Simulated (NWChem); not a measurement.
# octasulfur (S8); SMILES S1SSSSSSS1

```xyz
8

S      1.8860    -1.7496    -0.0882
S      1.7152     0.0027     1.0170
S      1.8808     1.7552    -0.0887
S     -0.0640     2.1833    -0.9273
S     -1.4649     1.7515     0.5549
S     -2.4362    -0.0037    -0.0953
S     -1.4596    -1.7560     0.5549
S     -0.0572    -2.1834    -0.9272
```
Atoms are numbered in this order, from 1.

Computed with NWChem. Pople sets run with spherical d functions. Structure relaxed at the B3LYP/6-31G* (spherical d) level. Vzz is the largest principal value of the second derivative of the potential at the nucleus (NWChem prints the opposite sign); η is the asymmetry. Non-relativistic.

```json
[
 {"level": "Hartree-Fock/6-31G*", "Vzz S3 (a.u.)": "[?]", "η S3": "0.50", "Vzz S2 (a.u.)": "[?]", "η S2": "0.59", "Vzz S8 (a.u.)": "-3.379", "η S8": "0.50", "Vzz S7 (a.u.)": "[?]", "η S7": "0.54"},
 {"level": "Hartree-Fock/def2-SVP", "Vzz S3 (a.u.)": "-3.293", "η S3": "0.51", "Vzz S2 (a.u.)": "-3.087", "η S2": "0.59", "Vzz S8 (a.u.)": "-3.358", "η S8": "0.51", "Vzz S7 (a.u.)": "-3.127", "η S7": "0.55"},
 {"level": "CAM-B3LYP/6-31G*", "Vzz S3 (a.u.)": "-3.145", "η S3": "0.47", "Vzz S2 (a.u.)": "-2.940", "η S2": "0.59", "Vzz S8 (a.u.)": "-3.234", "η S8": "0.47", "Vzz S7 (a.u.)": "-2.972", "η S7": "0.51"}
]
```

**Question.** Some entries are withheld; supply them.

**Answer.** 
- Hartree-Fock/6-31G*, Vzz S3 (a.u.): -3.320
- Hartree-Fock/6-31G*, Vzz S2 (a.u.): -3.123
- Hartree-Fock/6-31G*, Vzz S7 (a.u.): -3.170
